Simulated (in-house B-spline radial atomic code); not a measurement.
Values are calculated unless marked as measured or tabulated.
**He ion on In atom: potential, deflection and energy transfer**

The pair potential comes from two frozen, spherical free-atom densities (PBE, B-spline radial code, scalar-relativistic past argon): electrostatics plus the change in Thomas-Fermi kinetic and Dirac exchange energy where they overlap, the recipe behind the universal ZBL potential, which averages such potentials (from solid-state densities) over many pairs. It is written V = (Z1 Z2 e²/r) φ(r/a), with e² = 14.3996 eV·Å and a = 0.46850 Å/(Z1^0.23 + Z2^0.23); ZBL's fit is φ = 0.18175 e^(−3.1998x) + 0.50986 e^(−0.94229x) + 0.28022 e^(−0.4029x) + 0.02817 e^(−0.20162x). Where φ falls below 4e-4 it is continued as an exponential.

Masses 4.0 and 114.82 u.

```csv
x = r/a,"φ, this pair","φ, ZBL"
0.1,0.8755,0.8928
0.25,0.7448,0.7647
0.5,0.5911,0.6096
1,0.4005,0.4164
1.5,0.2892,0.2995
2,0.2208,0.2218
3,0.1318,0.1292
4,0.08091,0.08026
5,0.05262,0.05224
6.5,0.02921,0.02914
8,0.01646,0.01705
10,0.007786,0.008778
12,0.003826,0.00474
14.5,0.001663,0.002328
17,0.0007447,0.001212
```

(1) At x = 0.5 the electrostatic, kinetic and exchange parts are 11797.14, 1161.24 and -66.62 eV. Find r, V and φ.

(2) The ion comes in at 0.1129 keV with impact parameter 0.0647 Å. The scattering integral gives a centre-of-mass angle of 164.5° and a closest approach of 5.1 a. What are the reduced energy, the energy passed on and the laboratory angles?

Results:

(1) a = 0.46850/(1.1728 + 2.4476) = 0.12940 Å, so r = 0.06470 Å. V = 11797.14 + 1161.24 + (-66.62) = 12891.76 eV. The bare repulsion is 2 × 49 × 14.3996/0.06470 = 21810 eV, so φ = 0.5911, -3.0 % against ZBL's 0.6096. The kinetic (Pauli) term is 9 % of V here.

(2) ε = E a M2/(Z1 Z2 e² (M1 + M2)) = 112.9 × 8.8613e-05 = 0.01. The most that one collision can pass on is γE with γ = 4 M1 M2/(M1 + M2)² = 0.1301. Here T = γE sin²(θ/2) = 0.1301 × 112.9 × 0.9818 = 14.42 eV. The ion turns by arctan(sin θ/(cos θ + M1/M2)) = 164.0° (second quadrant: it bounces back), and the struck atom leaves at (180° − θ)/2 = 7.7°. The closest approach is 0.660 Å. With ZBL the angle would be 164.45° and T = 14.42 eV.
